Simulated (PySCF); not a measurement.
## Calculated NMR data

PySCF 2.14.0 with density-fitted response routines calculation with shieldings: GIAO PBE0/pcSseg-1 and GFN2-xTB structure; no relativistic terms, averaged over atoms made equivalent by symmetry, fast rotation or ring inversion, no solvent, single conformer.

Scale: ¹H (31.72 ppm), ¹³C (186.93 ppm) against TMS (reference shieldings calculated alike). Where no couplings were computed, multiplicities follow the n + 1 count of equivalent neighbours, and m marks all less simple cases (inequivalent or close neighbours, rings, F or P nearby). Acid and N–H amide carbonyl carbons lie up to 10 ppm further downfield in solution (hydrogen bonding). Shifts are as computed. Against solution values, carbons near 30 ppm lie about +3 ppm off and those near 130 ppm about +5 ppm. Of 1211 compounds with measured shifts, 218 miss one by over three times the rms of a fit or turn the order of signals round; such compounds aren't used in these exercises. Groups on amide-type nitrogens are kept apart (slow C–N rotation). OH and NH positions are gas-phase values without hydrogen bonding to other molecules.

**1.** SMILES C#C[SiH2][Si](O)(O)[SiH3], C2H8O2Si3. ¹H NMR (400 MHz, computed): δ 4.23 (d, 2H), 3.33 (s, 3H), 1.83 (t, 1H), 1.44 (br s, 2H). ¹³C{¹H} NMR (computed): δ 105.2 (CH), 84.8 (C).

**2.** `C/C=C(\C)C(N)=O`, C5H9NO. ¹H NMR (400 MHz, computed): δ 6.26 (q, 1H), 5.12 (br, 1H), 4.44 (br, 1H), 2.04 (s, 3H), 1.91 (d, 3H). ¹³C{¹H} NMR (computed): δ 172.0 (C), 142.9 (C), 134.9 (CH), 17.5 (CH3), 14.3 (CH3).
